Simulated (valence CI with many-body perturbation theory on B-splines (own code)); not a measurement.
Results of a calculation; reference values are marked as such.
**Sensitivity of CI+MBPT for Tb XXVI**

Method: valence CI with perturbative core correlation (CI+MBPT): four valence electrons over a frozen Dirac-Fock core [Kr], a basis of 6 s, 6 p, 5 d, 5 f, 1 g functions for each j, with the one-electron correlation potential Σ1, the two-electron term Σ2, the three-electron term Σ3, Breit, model QED; selected CI, second order for the rest, scaled by the run's own slope (own B-spline code, finite nucleus).

No measured levels were compared; by estimate terms of the open shell hold to 2 to 4 % of their energy, and close levels can change places. Only levels of the ground parity were solved; by the run's estimate the other parity begins above the list, which can be wrong where configurations are misplaced.

The reference run has the lowest level (4d3/2^4) J=0 and an ionisation energy of 867.522 eV. Its largest variational space holds 9118 state functions.

Levels are named by their leading jj configuration (3d3/2^4 stands for four electrons in 3d with j = 3/2), which in mixed levels can hold well under half, so a name can repeat and another be missing. Letters in brackets count levels of one name in rising energy.

| Level | Reference (cm⁻¹) | Shift (cm⁻¹) |
| --- | --- | --- |
| (4d3/2^3 4d5/2) J=1 | 45873 | -14 |
| (4d3/2^3 4d5/2) J=2 | 70662 | -18 |
| (4d3/2^3 4d5/2) J=4 | 77738 | -14 |
| (4d3/2^3 4d5/2) J=3 | 81811 | -18 |
| (4d3/2^2 4d5/2^2) J=0 | 117409 | -27 |
| (4d3/2^2 4d5/2^2) J=4 [a] | 123034 | -28 |
| (4d3/2^2 4d5/2^2) J=2 [a] | 128480 | -24 |
| (4d3/2^2 4d5/2^2) J=3 [a] | 129242 | -26 |
| (4d3/2^2 4d5/2^2) J=5 | 140201 | -27 |
| (4d3/2^2 4d5/2^2) J=1 | 145522 | -28 |
| (4d3/2^2 4d5/2^2) J=6 | 148602 | -27 |
| (4d3/2^2 4d5/2^2) J=4 [b] | 158311 | -28 |

The ionisation energy moves by -0.016 eV.

Q: Which of these changes was made?
A. Breit term on → off
B. cutoff of virtual states (hartree) 8450 → 1410
C. correlating orbitals by l 3 3 3 3 1 → 4 4 3 0 0; screening of Σ1 on → off

A: B. cutoff of virtual states (hartree) 8450 → 1410.
